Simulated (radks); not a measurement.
Question: Tb LIX, 7 electrons, occupied as [He] 2s2 2p3. Method: scalar-relativistic Kohn-Sham, PBE, spin-polarised, spherical densities, finite nucleus; open shells are filled with parallel spins first (spin-orbit coupling, left out, can overturn this in heavy ions); Fermi nuclear charge, rms radius 5.06 fm; computed with a radial shooting solver on a logarithmic mesh with Libxc functionals. Some entries of the table are withheld. Estimate them.

orbital,occ.,eigenvalue (Ry),r(max) (bohr)
1s up,1,-4223.510,0.01363
1s down,1,-4220.114,0.01363
2s up,1,-996.2204,(1)
2s down,1,-990.3614,(2)
2p up,3,(3),0.06104
2p down,0,(4),0.06119

Answer: 
(1) 2s up r(max) (bohr): 0.07592
(2) 2s down r(max) (bohr): 0.07604
(3) 2p up eigenvalue (Ry): -934.2898
(4) 2p down eigenvalue (Ry): -927.4033
